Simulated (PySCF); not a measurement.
[FeI4]- (charge -1 and sextet state).
Bonds: Fe1–I2, Fe1–I3, Fe1–I4, Fe1–I5.

Computed by this run: PBE0-D3(BJ)/def2-SVP geometry optimisation, gas phase, def2 core potentials past Kr in PySCF; unrestricted, density fitting, grid level 1; the optimiser is geomeTRIC in internal coordinates, started from a GFN2-xTB structure with every atom displaced at random (about 0.03 Å).

Geometry at step 1:
```
atom  x, y, z in Å
Fe1     0.0413   -0.0573    0.0048
I2     -0.0177   -0.0337    2.5760
I3      2.4360   -0.0028   -0.9187
I4     -1.1446    2.0903   -0.8373
I5     -1.2402   -2.1070   -0.8870
```

Problem. What forces act on the atoms?

Solution. 
| atom | Fx (eV/Å) | Fy (eV/Å) | Fz (eV/Å) |
| --- | --- | --- | --- |
| Fe1 | -0.161 | 0.156 | -0.067 |
| I2 | 0.033 | -0.029 | -0.057 |
| I3 | 0.016 | -0.043 | 0.032 |
| I4 | 0.056 | -0.134 | 0.052 |
| I5 | 0.056 | 0.050 | 0.041 |

The largest, 0.23 eV/Å, acts on Fe1; the rms over all components is 0.079 eV/Å. The forces sum to zero within rounding, as they must for an isolated molecule in no field.

Problem. Give the force on Fe1 in Eh/bohr and in nN.

Solution. 0.234 eV/Å ÷ 51.422 = 0.00456 Eh/bohr, and 0.234 eV/Å × 1.602 = 0.38 nN.

Problem. How far is this geometry from the end of the optimisation?

Solution. 0.009 eV above it, and 0.040 Å rms away after alignment. The bonds farthest from their final lengths, with half the difference of the two atoms' forces along the bond (positive lengthens):

| bond | now (Å) | final (Å) | force along bond (eV/Å) |
| --- | --- | --- | --- |
| Fe1–I4 | 2.594 | 2.567 | -0.19 |
| Fe1–I5 | 2.577 | 2.568 | -0.03 |
| Fe1–I2 | 2.572 | 2.567 | 0.00 |
| Fe1–I3 | 2.567 | 2.571 | +0.06 |

The angle farthest from its final value is I2–Fe1–I3, 112.4° against 109.9°.

The cost below is that of the whole optimisation. Time: 5.8 min of wall time; peak memory 0.77 GiB. Hardware: Arm Neoverse V1, one thread, shared host.
